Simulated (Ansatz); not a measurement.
Molecule: sum formula H7SiN2O2, net charge 1, singlet state. It need not be the lowest isomer of its formula. 
Coordinates optimised at B3LYP-D3(BJ)/def2-TZVP (Ansatz, a first-principles code):
```xyz
12

Si     0.0837    -0.1538     0.0762
O     -0.3393    -1.1933    -1.0763
O      1.5758     0.4456     0.1259
N     -0.6868     1.3526    -0.7498
N     -0.6107    -0.4349     1.5656
H     -0.1739    -2.1401    -1.0644
H      2.3407     0.0118     0.5142
H     -1.6885     1.2305    -0.9050
H     -0.5564     2.1992    -0.1943
H     -0.2494    -0.0614     2.4298
H     -1.4001    -1.0461     1.7075
H     -0.2547     1.5169    -1.6620
```
Charge +1, spin multiplicity 1.

Total electronic energies in hartree. Correlated levels leave the core frozen unless marked. Spin-orbit coupling is left out. Non-relativistic unless marked X2C. CBS(X,Y): correlation extrapolated as X^-3; Hartree-Fock from the larger set. [CCSD(T)-MP2]/basis is that difference in the basis named.

| level | program | energy (Eh) |
|---|---|---|
| HF/6-31G | Ansatz | -551.39715 |
| HF/cc-pVTZ | Ansatz | -551.73413 |
| RI-HF/cc-pV(Q+d)Z | Ansatz | -551.76753 |
| r2SCANh-D4/def2-TZVPD | Ansatz + dftd4 | -553.56300 |
| CAM-B3LYP-D3(BJ)/def2-TZVPD | Ansatz + dftd3 | -553.65671 |
| CAM-B3LYP-D4/def2-TZVPD | Ansatz + dftd4 | -553.65678 |
| B2PLYP-D3(BJ)/def2-TZVPD | Ansatz + dftd3 | -553.43874 |
| MP2/cc-pV(T+d)Z | Ansatz | -552.76836 |
| MP2/cc-pwCVTZ | Ansatz | -552.78960 |
| CCSD/STO-3G | Ansatz | -545.03580 |
| CCSD/6-31G* | Ansatz | -552.36441 |
| CCSD(T)/cc-pV(T+d)Z | Ansatz | -552.83103 |
| CCSD(T)/cc-pVTZ | Ansatz | -552.82178 |
| X2C-CCSD(T)/cc-pVTZ-DK | Ansatz | -553.58404 |
| RI-MP2/CBS(cc-pV(T+d)Z,cc-pV(Q+d)Z)+[CCSD(T)-MP2]/cc-pV(T+d)Z | Ansatz | -552.9898 |

Totals of different functionals don't rank their quality; only differences between species are comparable.
